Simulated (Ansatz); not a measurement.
A search over several starts for the lowest SCF solution of the cluster Sc₂B₂⁻ at the given spin, in a small basis.

```yaml
crystal:
  periodic: [false, false, false]
  atoms:
    - {symbol: Sc, position_ang: [-0.364635, 1.495071, 0.369466]}
    - {symbol: Sc, position_ang: [0.702257, -0.934036, 1.067464]}
    - {symbol: B, position_ang: [0.525462, -0.048629, -0.972100]}
    - {symbol: B, position_ang: [-0.863093, -0.512396, -0.464830]}
basis:
  gaussian: {orbitals: def2-SVP}
total_charge: -1
magnetization: {spin_polarized: true, initial_magnetization: 1}
hamiltonian: {xc: pbe0, dispersion: d4}
output: {orbitals: {seedname: orbitals}}
```

```sh
$ ansatz run in.yaml --threads 2 --pin off --events-out ev --progress --plain --max-ram 4352MiB
```

Output, abridged:

```
Functional definition: PBE0
984 factors; integrals over basis functions are off by at most 7.3e-4 eV
mean field evaluation 1: about -42719.2439 eV, gradient 3.5e1 eV
mean field evaluation 2: about -42632.3004 eV, gradient 9.8e1 eV
mean field evaluation 4: about -42722.0588 eV, gradient 2.8e1 eV
mean field evaluation 8: about -42728.6159 eV, gradient 6.6e-1 eV
mean field evaluation 16: about -42728.7240 eV, gradient 1.2e-1 eV
mean field evaluation 32: about -42728.7394 eV, gradient 2.0e-5 eV
mean field evaluation 64: about -42728.3164 eV, gradient 9.9e-1 eV
mean field evaluation 96: about -42728.5879 eV, gradient 3.8e-1 eV
mean field -42728.73935444 eV, -1570.2522086958 hartree, gradient 5.5e-6 eV, S^2 1.173953; 9 other end points of the search recorded, 0 dependent functions left out
reference -42728.73938359 eV, -1570.2522097670 hartree; 27, 26 occupied and 63, 64 virtual orbitals, 984 factors
Total energy: -42728.85244152 eV, -1570.2563645694 hartree
```

Run time 25 s (2 threads of Arm Neoverse V2 on a shared host).

The charge -1 doublet is spin-contaminated (final ⟨S²⟩ up to 1.17, 0.75 for a pure state). The highest occupied level of the charge -1 doublet lies above zero (up to 0.28 eV). It is a level of α spin, whose loss leaves a singlet; that state wasn't run at this geometry and level. The electron is either unbound and held by the finite basis, or the level is raised by self-interaction error. The structure comes from a short search, and lower isomers may exist.
